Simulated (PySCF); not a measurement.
Correlation energy of P²⁺ (phosphorus, charge +2)

[Ne] 3s2 3p1, 2P determinant. Computed with PySCF 2.14 in cc-pVDZ-DK (4s3p1d, 18 functions), with the spin-free X2C one-electron Hamiltonian (Gaussian nucleus). Frozen: [Ne]; 3 electrons correlated.

MP2 pair energies summed by pair of shells (mhartree):

| pair | energy | share (%) |
| --- | --- | --- |
| 3s-3s | -22.21 | 58.1 |
| 3s-3p | -16.02 | 41.9 |

Total MP2 correlation energy: -38.23 mhartree.

Same-spin part -2.31 and opposite-spin part -35.92 mhartree; SCS-MP2 scales them by 1/3 and 6/5 to -43.87 mhartree.

```tsv
level	correlation energy (mhartree)
CCSD	-57.83
(T)	-0.59
CCSD(T)	-58.42
```

Diagnostics: T1 = 0.0098, D1 = 0.0233, largest double amplitude 0.110.

Q: Is a single reference adequate?

A: Mostly. T1 lies below 0.03, but a double amplitude of this size points to a near-degeneracy that CCSD handles and MP2 describes poorly.
